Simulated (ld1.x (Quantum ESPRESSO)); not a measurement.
**Pseudopotential generation for Cr (Z = 24): RRKJ, PBE, scalar-relativistic.**

ld1.x (Quantum ESPRESSO) 7.5 was run on this input:

```
&input
   title='Cr', zed=24., rel=1, dft='PBE', iswitch=3,
   config='[Ar] 3d5 4s1 4p0',
   nld=3, rlderiv=1.50, eminld=-7.0, emaxld=5.0, deld=0.02
 /
 &inputp
   pseudotype=2, tm=.false., rho0=0.001, lloc=0,
   nlcc=.true., rcore=1.00,
   file_pseudopw='Cr.UPF', file_wfcaegen='ae.wfc', file_wfcncgen='nc.wfc', file_beta='beta', file_chi='chi'
 /
3
3P  2  1   6.00   0.00  1.00  1.00  0.0
3D  3  2   5.00   0.00  1.35  1.35  0.0
3S  1  0   2.00   0.00  1.30  1.30  0.0
 &test
   configts(1)='3s2 3p6 3d5 4s1 4p0'
 /
```

Command:

```bash
ld1.x < Cr.in > Cr.out
```

Output (shortened: banner, matrices, multipoles, cross overlaps and the repeated all-electron block are left out):

```
Program LD1 v.7.5
     --------------------------- All-electron run ----------------------------

     Cr
     scalar relativistic calculation

     atomic number is 24.00
     dft =PBE   lsd =0 sic =0 latt =0  beta=0.20 tr2=1.0E-14
     Exchange-correlation= PBE
                           (   1   4   3   4   0   0   0)
     mesh =1183 r(mesh) =  99.18097 a.u. xmin = -7.00 dx = 0.01250
     1 Ry =  13.60569312 eV, c = 137.03599908

     n l     nl                  e(Ry)          e(Ha)          e(eV)
     1 0     1S 1( 2.00)      -432.2430      -216.1215     -5880.9659
     2 0     2S 1( 2.00)       -49.0343       -24.5172      -667.1462
     2 1     2P 1( 6.00)       -41.2106       -20.6053      -560.6988
     3 0     3S 1( 2.00)        -5.4382        -2.7191       -73.9910
     3 1     3P 1( 6.00)        -3.3400        -1.6700       -45.4429
     3 2     3D 1( 5.00)        -0.2141        -0.1070        -2.9129
     4 0     4S 1( 1.00)        -0.2945        -0.1473        -4.0069
     4 1     4P 1( 0.00)        -0.0727        -0.0363        -0.9885

     final scf error:  2.9E-15 reached in  30 iterations

     Etot =   -2101.058399 Ry,   -1050.529200 Ha,  -28586.355814 eV

     Ekin =    2122.324354 Ry,    1061.162177 Ha,   28875.693865 eV
     Encl =   -5013.937674 Ry,   -2506.968837 Ha,  -68218.097330 eV
     Eh   =     887.776586 Ry,     443.888293 Ha,   12078.815786 eV
     Exc  =     -97.221665 Ry,     -48.610832 Ha,   -1322.768135 eV

     normalization and overlap integrals

     s(1S/1S) =  1.000000  <r> =   0.0636  <r2> =    0.0054  r(max) =   0.0417
     s(2S/2S) =  1.000000  <r> =   0.2931  <r2> =    0.1015  r(max) =   0.2428
     s(2P/2P) =  1.000000  <r> =   0.2598  <r2> =    0.0831  r(max) =   0.1988
     s(3S/3S) =  1.000000  <r> =   0.9019  <r2> =    0.9400  r(max) =   0.7764
     s(3P/3P) =  1.000000  <r> =   0.9660  <r2> =    1.1034  r(max) =   0.7961
     s(3D/3D) =  1.000000  <r> =   1.5165  <r2> =    3.3298  r(max) =   0.8369
     s(4S/4S) =  1.000000  <r> =   3.4357  <r2> =   13.7956  r(max) =   2.7441
     s(4P/4P) =  1.000000  <r> =   5.2574  <r2> =   33.3166  r(max) =   3.9430

     ------------------------ End of All-electron run ------------------------

     --------------------- Generating NC pseudopotential ---------------------

      Generating local pot.: lloc=0, matching radius rcloc =   1.3000

      Computing core charge for nlcc:

       r > 1.01 : true rho core
       r < 1.01 : rho core = a sin(br)/r    a=   0.09  b=   2.91

      Integrated core pseudo-charge :   1.01

      Wfc   3P  rcut= 0.997  Estimated cut-off energy=      177.82 Ry
      This function has    0 nodes for 0 < r <    0.997

      Wfc   3D  rcut= 1.346  Estimated cut-off energy=      128.25 Ry
      This function has    0 nodes for 0 < r <    1.346

     ------------------- End of pseudopotential generation -------------------

     Computing logarithmic derivative in   1.49663
     Computing logarithmic derivative in   1.49663
     Computing the partial wave expansion
       no projector for channel:   0
     R is outside the sphere for l=    1 j= 0.00
     R is outside the sphere for l=    2 j= 0.00

     ---------------------- Testing the pseudopotential ----------------------

     Cr
     scalar relativistic calculation

     atomic number is 24.00   valence charge is 14.00
     dft =PBE   lsd =0 sic =0 latt =0  beta=0.20 tr2=1.0E-14
     mesh =1183 r(mesh) =  99.18097 xmin = -7.00 dx = 0.01250

     n l     nl             e AE (Ry)        e PS (Ry)    De AE-PS (Ry)
     1 0     3S   1( 2.00)       -5.43824       -5.43825        0.00000
     2 1     3P   1( 6.00)       -3.33999       -3.34000        0.00001
     3 2     3D   1( 5.00)       -0.21409       -0.21409        0.00000
     2 0     4S   1( 1.00)       -0.29450       -0.31957        0.02507  !
     3 1     4P   1( 0.00)       -0.07265       -0.07491        0.00226

     eps = 8.9E-15  iter = 24

     Etot =   -2101.058399 Ry,   -1050.529200 Ha,  -28586.355814 eV
     Etotps =  -173.271240 Ry,     -86.635620 Ha,   -2357.475321 eV

     Ekin =      81.731351 Ry,      40.865675 Ha,    1112.011677 eV
     Encl =    -357.082407 Ry,    -178.541203 Ha,   -4858.353645 eV
     Ehrt =     146.505274 Ry,      73.252637 Ha,    1993.305796 eV
     Ecxc =     -20.255679 Ry,     -10.127839 Ha,    -275.592548 eV
     (Ecc =      -0.254152 Ry,      -0.127076 Ha,      -3.457916 eV)
     Epseu=     -24.169779 Ry,     -12.084890 Ha,    -328.846601 eV

     ---------------------- End of pseudopotential test ----------------------
```

The potential misses its own reference levels by up to 0.3 eV. ld1.x takes every shell without a wave as core, so the model core holds the 4s electrons as well and exchange and correlation see them twice. This cancels in the reference configuration, but the file is broken for other ones, and its errors say nothing about a proper core correction.

Generation and configuration tests took about 1.2 s on one core of a shared server CPU.
